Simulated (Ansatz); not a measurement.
The first iterations of a band of C₃H₈BFSi (14 atoms, charge 0, multiplicity 1).

Level of theory: RKS PBE-D4/def2-SVP in Ansatz 0.2.0.

- movable images: 7
- climbing image: yes
- spring: 5.0 eV/Å²
- optimiser: quadratic models (default)
- start path: through a guess of the saddle point
- force threshold: 0.5 eV/Å
- iteration limit: 60
- end points: relaxed

Initial state:

```xyz
14
Properties=species:S:1:pos:R:3
C -0.628 -1.809 -0.097
C -0.211 -0.366 -0.014
Si 1.676 -0.037 -0.082
C -1.121 0.647 0.103
B -0.726 2.135 0.190
F -1.669 3.080 0.306
H -0.252 -2.281 -1.031
H -0.176 -2.401 0.730
H -1.730 -1.930 -0.057
H 2.176 0.627 1.170
H 2.351 -1.377 -0.209
H 2.057 0.794 -1.275
H -2.195 0.368 0.134
H 0.434 2.521 0.161
```

Final state:

```xyz
14
Properties=species:S:1:pos:R:3
C -0.629 -1.808 -0.124
C -0.211 -0.366 -0.027
Si 1.677 -0.046 0.064
C -1.122 0.653 -0.004
B -0.727 2.141 0.096
F -1.670 3.092 0.113
H -1.731 -1.923 -0.172
H -0.182 -2.292 -1.021
H -0.248 -2.392 0.742
H 2.072 0.625 1.349
H 2.355 -1.390 0.008
H 2.165 0.773 -1.098
H -2.196 0.381 -0.060
H 0.434 2.520 0.162
```

| iteration | highest image above the first end (eV) | largest band force component (eV/Å) |
| --- | --- | --- |
| 1 | 93.848 | 360.905 |
| 2 | 26.454 | 91.040 |
| 3 | 16.127 | 51.931 |

Question: Does the band converge within its limit, and where does its top end?

Answer: The run converged. It ended after 11 iterations with the highest image 0.092 eV above the first end. The threshold of 0.5 eV/Å is loose, so the images may lie well off the minimum-energy path. The profile has 2 maxima (images 2, 6) with wells between them (image 4): this band takes more than one step, which may be the mechanism or a detour left from its start path. The order of the stationary point at the top wasn't checked.

The run took 3.8 min on 2 threads of Arm Neoverse V1, on a shared host, peak memory 0.17 GiB.
